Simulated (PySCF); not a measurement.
## [MoF6]- by CASSCF and spin-orbit coupling

[MoF6]-: Mo(V) (d1), charge -1. The structure is a PBE0-D3(BJ)/def2-TZVP geometry optimised for multiplicity 2; coordination octahedral, point group D2h, metal–donor distances 1.87–1.90 Å.

The d shell alone is too small an active space for [MoF6]- (an active orbital has only 0.62 squared overlap with the free ion's shell): its levels, fitted parameters, g values and moments show what this model gives and aren't sound predictions.

```
7

Mo    0.000    0.000    0.000
F     0.000    0.000    1.898
F     0.000    0.000   -1.898
F     1.872    0.042    0.000
F    -1.872   -0.042    0.000
F     0.042    1.872    0.000
F    -0.042   -1.872    0.000
```

Method (PySCF 2.14, density fitting): CASSCF(1,5) with orbitals averaged over all microstates of the shell, strongly contracted NEVPT2 on the averaged canonical orbitals; basis x2c-TZVPall on the metal, x2c-SVPall elsewhere; spin-free X2C; IEF-PCM dichloromethane; spin-orbit coupling by state interaction with the mean-field operator over all roots.

## Spin-free states

```
2S+1  deg.  symmetry  cubic parent  free-ion term  CASSCF / cm⁻¹  NEVPT2 / cm⁻¹  f(ED)
   2     1      2B3g     2T2g 1.00        2D 1.00              0              0      –
   2     1      2B2g     2T2g 1.00        2D 1.00            693            711      0
   2     1       2Ag     2T2g 1.00        2D 1.00            792            845      0
   2     1       2Ag      2Eg 1.00        2D 1.00          37520          38389      0
   2     1      2B1g      2Eg 1.00        2D 1.00          39572          40414      0
```

Energies are counted from the ground state at NEVPT2 level. Weights follow the labels. f(ED) is the electric-dipole oscillator strength from the ground state at the fixed geometry, without vibronic coupling; occupations, where given, run over the ligand-field orbitals from the lowest.

## Ligand-field fit

```csv
cm⁻¹,CASSCF,NEVPT2
10Dq,38051,38882
```

```tsv
orbital	CASSCF / cm⁻¹	NEVPT2 / cm⁻¹	metal share	main function
1	0	0	0.87	yz 0.50
2	693	711	0.87	yz 0.50
3	792	845	0.87	xy 1.00
4	37520	38389	0.76	z2 1.00
5	39572	40414	0.76	x2-y2 1.00
```

ζ = 816 cm⁻¹, against 986 for the free ion.

Spin-orbit levels:

```csv
E / cm⁻¹,deg.,make-up,g (S′ = 1/2)
0.0,2,0.85 2B3g + 0.08 2B2g + 0.07 2Ag,0.65 0.78 1.13
634.7,2,0.55 2B2g + 0.45 2Ag,0.24 0.27 0.40
1686.8,2,0.48 2Ag + 0.36 2B2g + 0.15 2B3g,0.92 1.57 2.83
38686.0,2,1.00 2Ag,2.00 2.08 2.09
40711.2,2,1.00 2B1g,2.02 2.03 2.11
```

## Magnetism

The ground doublet has g = 0.649, 0.781, 1.130. μeff is 1.11 μB at 300 K and 0.77 μB at 10 K; the spin-only value is 1.73 μB.

```
T / K  χT / cm³ K mol⁻¹  μeff / μB  χT along axes a, b, c
    2             0.073       0.76         0.04 0.06 0.12
    5             0.073       0.77         0.04 0.06 0.12
   10             0.075       0.77         0.04 0.06 0.12
   20             0.078       0.79         0.04 0.06 0.13
   30             0.080       0.80         0.05 0.06 0.13
   50             0.086       0.83         0.05 0.07 0.14
   75             0.093       0.86         0.06 0.07 0.14
  100             0.100       0.89         0.07 0.08 0.15
  150             0.113       0.95         0.08 0.09 0.17
  200             0.127       1.01         0.09 0.10 0.18
  250             0.140       1.06         0.11 0.12 0.20
  300             0.153       1.11         0.12 0.13 0.21
```

Axes in the frame of the coordinates: a = (0.71, 0.71, 0.00); b = (0.00, 0.00, 1.00); c = (-0.71, 0.71, 0.00).

Powder magnetisation at 2 K: 0.03 μB at 0.5 T, 0.07 μB at 1 T, 0.13 μB at 2 T, 0.18 μB at 3 T, 0.27 μB at 5 T, 0.34 μB at 7 T.

No frequencies were computed for the optimised geometry. Charge-transfer states lie outside this active space and may come lower than some of these levels. NEVPT2 on the d shell alone tends to put d–d bands too high for such charged or covalently bound ions.

The job took 21 s on one thread of Intel Xeon Platinum 8259CL @ 2.50GHz (shared host), with 147 basis functions, launched as `OMP_NUM_THREADS=1 python lf_run.py task.json out`.
